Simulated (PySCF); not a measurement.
**Ruthenium: a sound run and one with changed settings**

Sound run: Ru(2+) [Kr] 4d6, Ru(3+) [Kr] 4d5. All numbers are calculated (PySCF 2.14, a scalar-relativistic core potential, in aug-cc-pVDZ-PP with ECP28MDF (5s5p4d2f, 54 functions)). The sound run starts from symmetry-adapted Hartree-Fock orbitals and uses a fine grid where one is needed.

Changed run: 26 angular points. This setting is unsound on purpose.

```json
{"species": "Ru(2+)", "method": "UHF", "sound run (hartree)": "-93.03311", "changed run (hartree)": "-93.03311", "converged": "yes"}
{"species": "Ru(2+)", "method": "M06-2X", "sound run (hartree)": "-93.49931", "changed run (hartree)": "-93.49623", "converged": "yes"}
{"species": "Ru(2+)", "method": "PBE", "sound run (hartree)": "-93.59111", "changed run (hartree)": "-93.59985", "converged": "yes"}
{"species": "Ru(3+)", "method": "UHF", "sound run (hartree)": "-92.06166", "changed run (hartree)": "-92.06166", "converged": "yes"}
{"species": "Ru(3+)", "method": "M06-2X", "sound run (hartree)": "-92.44062", "changed run (hartree)": "-92.44062", "converged": "yes"}
{"species": "Ru(3+)", "method": "PBE", "sound run (hartree)": "-92.54270", "changed run (hartree)": "-92.54270", "converged": "yes"}
```

Ionisation energy of Ru(2+):

```csv
method,sound run (eV),changed run (eV)
UHF,26.435,26.435
M06-2X,28.809,28.725
PBE,28.528,28.766
```

A coarse angular grid integrates products of high-l functions wrongly, so density functionals can shift, and the SCF can exploit the error; Hartree-Fock and MP2 need no grid.

For comparison, NIST gives 28.47 eV between the lowest levels.
